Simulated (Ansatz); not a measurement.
Z-matrix (Å, degrees):
```
B
O 1 1.3683
H 2 0.9650 1 113.71
C 1 1.5815 2 120.87 3 1.04
H 4 1.0938 1 112.19 2 -132.78
H 4 1.0957 5 107.89 1 -125.48
H 4 1.0960 5 105.90 6 -114.89
B 1 1.6811 2 118.05 3 -179.73
H 8 1.1959 1 122.33 2 -92.52
H 8 1.1961 9 115.62 1 176.91
```
Charge +1, spin multiplicity 2.

Method: frozen-core CCSD(T)/cc-pVTZ // B3LYP-D3(BJ)/def2-TZVP (Ansatz, a program for electronic structure). The geometry is that of the parent before the electron was removed.

```json
{
 "HF energy": "-165.32322 Ha",
 "MP2 correlation energy": "-0.59091 Ha"
}
```

Question: Estimate the CCSD correlation energy, the (T) correction, the total energy and the T1 diagnostic.

Answer: 
CCSD correlation energy: -0.63048 Ha
(T) correction: -0.02467 Ha
CCSD(T) total energy: -165.97837 Ha
T1 diagnostic: 0.023
